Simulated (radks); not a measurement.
Results of a calculation; reference values are marked as such.
Fractional charge and spin in the 6s shell of tungsten: the spin-up occupation runs from 0 to 1 and the spin-down occupation from 0 to 1; the fullest corner is W, [Xe] 4f14 5d(up 2, down 2) 6s(up 1, down 1). Code: a radial shooting solver on a logarithmic mesh with Libxc functionals. Model: scalar-relativistic Kohn-Sham, BLYP, spin-polarised, spherical densities, point nucleus. Energy (eV) above the fullest corner. The planes named below are the two flat planes that join the four corners, with an edge along up + down = one added electron.

\begin{tabular}{lrrrrr}
down \ up & 0 & 0.25 & 0.5 & 0.75 & 1 \\ \hline
0 & 24.566 & 19.931 & 15.740 & 11.985 & 8.662 \\
0.25 & 19.931 & 15.783 & 12.066 & 8.776 & 5.906 \\
0.5 & 15.740 & 12.066 & 8.815 & 5.979 & 3.550 \\
0.75 & 11.985 & 8.776 & 5.979 & 3.585 & 1.585 \\
1 & 8.662 & 5.906 & 3.550 & 1.585 & 0.000 \\
\end{tabular}

Corners above the fullest one (they belong to W+ and the next ion): (up 1, down 0) 8.662 eV, (up 0, down 1) 8.662 eV, (up 0, down 0) 24.566 eV. With half an added electron in each spin the energy lies 0.154 eV from the planes, and with half an added electron in spin up alone -0.874 eV. The planes are only a guide here: the flat-plane condition holds for ground states with one frontier orbital, while this shell lies below other occupied shells, so the corners above the fullest one are inner-hole states and not the ground states of those ions.
